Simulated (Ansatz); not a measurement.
Ansatz (a quantum-chemistry and plane-wave program) input:
A basis named .json is the Basis Set Exchange file of that set.

Ansatz 0.2 input:
```yaml
crystal:
  periodic: [false, false, false]
  atoms:
    - {symbol: Sb, position_ang: [0.94231174, 0.49195114, 0.30319642]}
    - {symbol: I, position_ang: [-0.81515853, 1.29109562, -1.50039892]}
    - {symbol: I, position_ang: [-0.09159427, -1.76448257, 1.20864387]}
basis:
  gaussian:
    orbitals: def2-TZVPPD.json
magnetization: {spin_polarized: true, initial_magnetization: 1}
correlation: {method: ccsd_t, electrons: outside_noble_gas}
```

Problem. Which total energy does the run end on?

Solution. -833.09261 Eh (CCSD(T)/def2-TZVPPD). The basis has 174 functions.

This state (charge 0, doublet) is run at the relaxed geometry of the species with charge 1 and multiplicity 1.
